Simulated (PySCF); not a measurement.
PySCF 2.14 output of an unrestricted B3LYP calculation on a single atom or ion in dyall-av3z (15s9p3d2f, 71 functions), with the spin-free X2C one-electron Hamiltonian (Gaussian nucleus):

```
SCF conv_tol = 1e-09
number electrons alpha = 5  beta = 1
    P. J. Stephens, F. J. Devlin, C. F. Chabalowski, and M. J. Frisch.,  J. Phys. Chem. 98, 11623 (1994)
cycle= 1 E= -37.3960338986155  delta_E= -0.00317  |g|= 0.00709  |ddm|= 0.135
cycle= 2 E= -37.3960672914172  delta_E= -3.34e-05  |g|= 0.000878  |ddm|= 0.0547
cycle= 3 E= -37.3960701996506  delta_E= -2.91e-06  |g|= 0.000245  |ddm|= 0.018
cycle= 4 E= -37.3960705107808  delta_E= -3.11e-07  |g|= 7.17e-05  |ddm|= 0.00414
cycle= 5 E= -37.3960705333496  delta_E= -2.26e-08  |g|= 1.27e-05  |ddm|= 0.00101
cycle= 6 E= -37.3960705342039  delta_E= -8.54e-10  |g|= 1.36e-06  |ddm|= 0.000191
converged SCF energy = -37.3960705342039  <S^2> = 6.0000039  2S+1 = 5.0000016
```

The run itself started from symmetry-adapted Hartree-Fock orbitals and held the occupation by maximum overlap, on a logarithmic radial grid, so the iterations belong to that start.

Which element, charge and spin multiplicity is this?

C (carbon, neutral), multiplicity 5; the state was [He] 2s1 2p2 3s1, high-spin 5P determinant (an excited configuration).

The outer electron is Rydberg-like, and this basis confines it to a smaller radius and binds it less than a complete one would.
